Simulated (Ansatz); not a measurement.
Z-matrix (Å, degrees):
```
Sn
Br 1 2.434
Br 1 2.451 2 111.1
O 1 1.938 2 105.7 3 119.4
Br 1 2.451 2 111.2 3 -121.3
H 4 0.962 1 112.9 2 179.0
```

The species carries charge 0 and has multiplicity 1. Sn takes the def2 core potential.

(1) List the CAM-B3LYP/def2-TZVPP orbital energies in eV (Ansatz 0.2.0). (An estimate is asked.)

## Answers

(1) Computed: Occupied: -13141.55, -13141.50, -13141.50, -1703.03, -1702.98, -1702.98, -1534.80, -1534.75, -1534.74, -1534.72, -1534.72, -1534.68, -1534.67, -1534.67, -1534.67, -523.22, -239.11, -239.06, -239.06, -180.05, -179.99, -179.99, -179.81, -179.81, -179.77, -179.77, -179.76, -179.76, -143.10, -98.03, -98.02, -97.94, -74.38, -74.33, -74.32, -74.31, -74.31, -74.26, -74.26, -74.26, -74.25, -74.12, -74.12, -74.08, -74.08, -74.07, -74.07, -32.58, -32.24, -32.23, -32.07, -32.06, -29.18, -24.12, -23.53, -23.49, -16.92, -14.75, -12.49, -12.48, -11.82, -11.09, -10.62, -10.56, -10.55, -10.32, -10.28, -10.17. Lowest empty: -2.10, 0.56, 1.02, 1.05, 2.47, 3.15, 3.18, 3.55.
